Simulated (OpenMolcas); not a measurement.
F+: effect of the level shift or regulariser

* Program: OpenMolcas 26.06
* Basis: ANO-RCC-VQZP [5s4p3d2f1g]
* Scalar Hamiltonian: DKH2, point nucleus
* Active space: 6 electrons in 9 orbitals (RAS2 2s 2p; RAS3 3d, at most 2 electrons)
* State averaging: 2S+1 = 3 even, 3 roots; 2S+1 = 1 even, 6 roots; 2S+1 = 3 odd, 3 roots; 2S+1 = 1 odd, 3 roots
* Spin-orbit coupling: RASSI with atomic mean-field integrals over the reference wave functions, term energies averaged over their components

Methods on the same reference wave functions:
A. RASSCF
B. SS-RASPT2, IPEA 0.25 Eh, imaginary shift 0.1 Eh (closed shells correlated: 1s)
C. SS-RASPT2, IPEA 0.25 Eh, real shift 0.2 Eh (closed shells correlated: 1s)

Energies in cm-1 above 2s2 2p4 3P2, the measured ground level; measured values from NIST Handbook of Basic Atomic Spectroscopic Data.

```tsv
Level	A	B	C	Measured
2s2 2p4 3P2	0.0	0.0	0.0	0.0
2s2 2p4 3P1	317	317	317	341
2s2 2p4 3P0	471	471	471	490
2s2 2p4 1D2	22229	20880	20880	20873
2s2 2p4 1S0	47126	44840	44840	44918
2s 2p5 3P* 2	168489	165180	165210	164798
2s 2p5 3P* 1	168795	165490	165520	165107
2s 2p5 3P* 0	168950	165640	165670	165279
2s 2p5 1P* 1	244829	237160	237200
```

Deviations, from unrounded energies. A percentage is the sum of absolute deviations over the sum of measured energies, with the sign that they share, or ± where signs differ.

```csv
Against measurement,Levels,A,B,C
mean absolute deviation (cm-1),7,2100,180,190
fine structure of the ground term (%),2,-5.2,-5.2,-5.2
other terms of the ground configuration (%),2,+5.4,±0.1,±0.1
other configurations (%),3,+2.2,+0.2,+0.2
```

B, C lie about equally close to measurement and A furthest from it. The largest miss of B in the table is 2s 2p5 3P* 2, by +380 cm-1. The ranking rests on the paired levels alone, and a cruder setting can come out closer through cancelling errors.

Between B and C the level of the table that moves most is 2s 2p5 1P* 1, by 33 cm-1 (lowest in B, highest in C). Moves below CASPT2's spread within the term are not significant.

From A to B the spin-free energies of the other terms of 2s2 2p4 shown, above 3P, scale by factors of 0.94 to 0.95.

The lowest spin-free term lies below A's lowest term by 0.112 hartree in B, 0.112 hartree in C.

CASPT2 does not keep the components of a term degenerate, so their means are used; among the terms shown or strongly mixed into the levels shown the widest spread is 11 cm-1 (2s2 2p4 1D, B). Active for correlation alone: 3d; no level in the range computed is led by a configuration that fills it, so any true level of that kind is missing. Without dynamic correlation excited terms often stand tens of per cent too high (terms of higher spin than the ground term too low), and those without a measured partner can miss by more than the paired ones (holds for A). Computed and measured levels are paired by configuration, term and J; levels that our copy of the source lacks, or whose pairing is in doubt (as where it misses far off the trend of its configuration), stay unpaired and out of the deviations. Only configurations of the active space appear.

* marks odd parity.
